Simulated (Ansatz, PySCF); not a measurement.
ClH₂Si, SMILES [SiH2]Cl (connectivity only; charge and spin as stated), charge +1, multiplicity 1.

Geometry: B3LYP-D3(BJ)/def2-TZVP. The spin state was assumed, not searched. The isomer is the one that the SMILES or the coordinates give; other isomers of the formula were not compared.

Vertical ionisation energy (IE) and electron affinity (EA) in eV. Rows of orbital energies are one-electron estimates. Where ΔSCF, EOM or ADC give a negative EA the extra electron is unbound and the value depends on the basis.

```
level                                                                       IE     EA
-----------------------------------------------------------------------  -----  -----
−ε(HOMO), −ε(LUMO), CAM-B3LYP/def2-TZVPD (PySCF)                         17.34   8.43
−ε(HOMO), −ε(LUMO), ωB97X/def2-TZVPD (PySCF)                             18.39   7.30
−ε(HOMO), −ε(LUMO), PBE/def2-TZVPD (PySCF)                               14.63  10.46
EOM-CCSD/aug-cc-pVDZ (PySCF)                                             18.55   7.18
ADC(2)/aug-cc-pVDZ (PySCF)                                               18.17   7.28
ΔSCF, ωB97X-V/def2-TZVPD (Ansatz), final states of multiplicity 2 and 2  18.75   7.25
ΔSCF, PBE/def2-TZVPD (Ansatz), final states of multiplicity 2 and 2          …      …
```

**Question.** Fill in the missing entries. (Estimate from the structure and the level; the computed values follow.)

**Answer.** 
- ΔSCF, PBE/def2-TZVPD (Ansatz, a quantum-chemistry and plane-wave program), final states of multiplicity 2 and 2, IE: 18.35
- ΔSCF, PBE/def2-TZVPD (Ansatz), final states of multiplicity 2 and 2, EA: 7.40

**Question.** What vertical singlet–triplet gap does ΔSCF give with ωB97X-V/def2-TZVPD (Ansatz) and with PBE/def2-TZVPD (Ansatz)? (Estimate from the structure and the level; the computed values follow.)

**Answer.** 4.93 and 4.20 eV (triplet above singlet where positive).

**Question.** Beyond the first one, list the lowest photoelectron lines from ADC(2)/aug-cc-pVDZ in PySCF 2.14.0 with their pole strengths (two spins summed). (Estimate from the structure and the level; the computed values follow.)

**Answer.** 19.01 eV (1.82), 20.77 eV (1.83), 21.05 eV (1.85), 25.28 eV (1.81).
